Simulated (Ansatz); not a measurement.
Geometry optimisation, RKS PBE-D4/def2-SVP (Ansatz).

input.yaml

```yaml
crystal:
  periodic: [false, false, false]
  atoms:
    - { symbol: "N", position_ang: [-1.17587, 1.52417, 0.04353] }
    - { symbol: Si, position_ang: [-0.29483, 0.09377, -0.25783] }
    - { symbol: C, position_ang: [0.88612, -1.02939, 0.305] }
    - { symbol: O, position_ang: [1.12191, -2.28577, -0.17726] }
    - { symbol: H, position_ang: [-0.78741, 2.42147, -0.20898] }
    - { symbol: H, position_ang: [-1.75048, 1.59651, 0.87234] }
    - { symbol: H, position_ang: [0.35537, -2.84821, -0.00705] }
basis:
  gaussian: { orbitals: def2-SVP }
hamiltonian:
  xc: pbe
  dispersion: d4
relax:
  f_tol: 0.015
  max_steps: 40
output:
  orbitals: {}
```

Run as:

```bash
$ ansatz run input.yaml --threads 1 --pin off --max-ram 2048MiB --backend cpu --events-out ev --progress --plain --runs-dir out
```

Task: Where does it end, and by what steps?

Result: The forces met the threshold. After 38 steps the energy has fallen by 0.769 eV; Si2 moved furthest, 0.73 Å.

| step | energy less start (eV) | largest force component (eV/Å) | accepted |
| --- | --- | --- | --- |
| 0 | 0.0000 | 1.549 | yes |
| 2 | -0.4148 | 1.751 | yes |
| 4 | -0.6268 | 0.706 | yes |
| 6 | -0.7260 | 0.339 | yes |
| 8 | -0.7530 | 0.145 | yes |
| 10 | -0.7544 | 0.211 | yes |
| 12 | -0.7589 | 0.040 | yes |
| 14 | -0.7619 | 0.071 | yes |
| 16 | -0.7631 | 0.057 | yes |
| 18 | -0.7634 | 0.025 | yes |
| 20 | -0.7636 | 0.030 | yes |
| 22 | -0.7610 | 0.187 | no |
| 24 | -0.7634 | 0.239 | no |
| 26 | -0.7640 | 0.096 | yes |
| 28 | -0.7633 | 0.079 | no |
| 30 | -0.7649 | 0.093 | yes |
| 32 | -0.7652 | 0.198 | no |
| 34 | -0.7684 | 0.063 | yes |
| 36 | -0.7686 | 0.201 | yes |
| 38 | -0.7691 | 0.007 | yes |

```xyz
7
Properties=species:S:1:pos:R:3
N -0.838 1.573 0.194
Si 0.082 0.449 -0.777
C 0.246 -1.098 0.012
O 0.968 -2.144 0.278
H -1.374 2.300 -0.284
H -1.218 1.366 1.119
H 0.488 -2.973 0.028
```

The run took 58 s on 1 thread of Intel(R) Xeon(R) Platinum 8375C CPU @ 2.90GHz (Ice Lake) (shared host), peak memory 0.18 GiB.
